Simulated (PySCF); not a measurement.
Below is a simulated gas-phase Si 2p photoelectron spectrum of cyclo-(F2SiSe)2, F4Se2Si2.

Every computed line was given a Gaussian of 0.7 eV full width at half maximum and an area set by the number of equivalent atoms (split 2:1 within a doublet); the highest printed point is 100. Computed with PySCF, delta-SCF UKS SCAN, pcX-2 on the ionised atom, pcseg-1 elsewhere, spin-free X2C.

binding energy (eV), intensity and a bar:
```
    109.0          0 
    109.1          1 
    109.2          2 #
    109.3          5 #
    109.4         11 ###
    109.5         20 ######
    109.6         35 ##########
    109.7         53 ################
    109.8         72 ######################
    109.9         89 ###########################
    110.0         99 ##############################
    110.1        100 ##############################
    110.2         94 ############################
    110.3         85 #########################
    110.4         76 #######################
    110.5         68 ####################
    110.6         61 ##################
    110.7         53 ################
    110.8         44 #############
    110.9         34 ##########
    111.0         24 #######
    111.1         15 ####
    111.2          8 ##
    111.3          4 #
    111.4          2 
    111.5          1 
    111.6          0
```

Q: Count the maxima, the lines and the sites behind this envelope.

A: The curve has 1 maximum (at 110.1 eV). Under it lie 2 lines from 1 inequivalent silicon site, drawn as a 2p3/2, 2p1/2 pair. At this width some lines have no maximum of their own.

Q: Decompose the envelope and assign each component. Bonds: Si1–F2, Si1–F3, Si1–Se4, Si1–Se8, Se4–Si5, Si5–F6, Si5–F7, Si5–Se8.

A: 
```json
{"position (eV)": "110.02", "relative area": "1.33", "line": "Si 2p3/2", "atoms": "Si1/Si5", "environment": "silicon bonded to 2 F and 2 Se"}
{"position (eV)": "110.65", "relative area": "0.67", "line": "Si 2p1/2", "atoms": "Si1/Si5", "environment": "silicon bonded to 2 F and 2 Se"}
```

Shake-up satellites, vibrational structure and lifetime widths aren't simulated. The first atom of each set that the bonding makes equivalent was ionised and stands for the set. 2p3/2 and 2p1/2 are the ΔSCF energy of one spin-free 2p hole plus the eigenvalues of a spin–orbit and ligand-field matrix of the shell. 2p1/2 minus 2p3/2 (ligand field included): Si 0.62 eV. Isolated species at its PBE0-D3(BJ)/def2-SVP geometry (one conformer only).
